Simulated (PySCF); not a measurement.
Isomers of C3H12O3SSi2, mass 184.005 u with the commonest isotopes. Method: PBE0/pcSseg-1 in PySCF (dipole) on a GFN2-xTB geometry, gas phase. One conformer each, none proved a minimum here; rigid rotors.

Question: Order these by out-of-plane moment Σ m c² = (Ia + Ib − Ic)/2, smallest first.
A. `[CH3:1][C@@H:2]([O:3][S:4]([CH3:5])(=[O:6])=[O:7])[SiH2:8][SiH3:9]` with C1–C2–O3–S4 -178°, C2–O3–S4–C5 85°, C1–C2–Si8–Si9 134°
B. `[CH3:1][O:2][Si:3]([O:4][CH3:5])([O:6][SiH3:7])[S:8][CH3:9]` with C1–O2–Si3–O4 -64°, O2–Si3–O4–C5 -176°, O2–Si3–O6–Si7 170°, O2–Si3–S8–C9 -63°
C. `[CH3:1][O:2][Si@@H:3]([CH3:4])[O:5][Si@H:6]([OH:7])[S:8][CH3:9]` with C1–O2–Si3–C4 63°, O2–Si3–O5–Si6 176°, Si3–O5–Si6–O7 130°, O5–Si6–O7–H 29°, O5–Si6–S8–C9 169°
D. `[CH3:1][O:2][Si@@H:3]([CH3:4])[O:5][Si@@H:6]([OH:7])[S:8][CH3:9]` with C1–O2–Si3–C4 60°, O2–Si3–O5–Si6 -147°, Si3–O5–Si6–O7 -143°, O5–Si6–O7–H -30°, O5–Si6–S8–C9 -166°

Answer: D (28.11 u·Å²), C (54.47 u·Å²), A (92.60 u·Å²), B (241.94 u·Å²).

Question: Order these by dipole moment, smallest first.
A. `[CH3:1][O:2][Si:3]([O:4][CH3:5])([O:6][SiH3:7])[S:8][CH3:9]` with C1–O2–Si3–O4 -64°, O2–Si3–O4–C5 -176°, O2–Si3–O6–Si7 170°, O2–Si3–S8–C9 -63°
B. `[CH3:1][C@@H:2]([O:3][S:4]([CH3:5])(=[O:6])=[O:7])[SiH2:8][SiH3:9]` with C1–C2–O3–S4 -178°, C2–O3–S4–C5 85°, C1–C2–Si8–Si9 134°
C. `[CH3:1][O:2][Si@@H:3]([CH3:4])[O:5][Si@H:6]([OH:7])[S:8][CH3:9]` with C1–O2–Si3–C4 63°, O2–Si3–O5–Si6 176°, Si3–O5–Si6–O7 130°, O5–Si6–O7–H 29°, O5–Si6–S8–C9 169°

Answer: C (1.27 D), A (2.25 D), B (4.29 D).

Question: Order these by rotational constant A, smallest first.
A. `[CH3:1][O:2][Si:3]([O:4][CH3:5])([O:6][SiH3:7])[S:8][CH3:9]` with C1–O2–Si3–O4 -64°, O2–Si3–O4–C5 -176°, O2–Si3–O6–Si7 170°, O2–Si3–S8–C9 -63°
B. `[CH3:1][C@@H:2]([O:3][S:4]([CH3:5])(=[O:6])=[O:7])[SiH2:8][SiH3:9]` with C1–C2–O3–S4 -178°, C2–O3–S4–C5 85°, C1–C2–Si8–Si9 134°
C. `[CH3:1][O:2][Si@@H:3]([CH3:4])[O:5][Si@H:6]([OH:7])[S:8][CH3:9]` with C1–O2–Si3–C4 63°, O2–Si3–O5–Si6 176°, Si3–O5–Si6–O7 130°, O5–Si6–O7–H 29°, O5–Si6–S8–C9 169°

Answer: A (897.7 MHz), B (1316 MHz), C (2141 MHz).

```
                          SMILES  point group  Ia (u·Å²)  Ib (u·Å²)  Ic (u·Å²)      κ  μa (D)  μb (D)  μc (D)
           CO[Si](OC)(O[SiH3])SC           C1     562.99     601.99     681.11   0.25    1.97    0.62    0.90
C[C@@H](OS(C)(=O)=O)[SiH2][SiH3]           C1     384.08     624.06     822.94  -0.44    0.71    1.35    4.01
        CO[Si@@H](C)O[Si@H](O)SC           C1     236.07    1030.98    1158.11  -0.94    0.97    0.18    0.81
       CO[Si@@H](C)O[Si@@H](O)SC           C1     234.75    1028.02    1206.55  -0.92    1.19    0.18    0.31
```
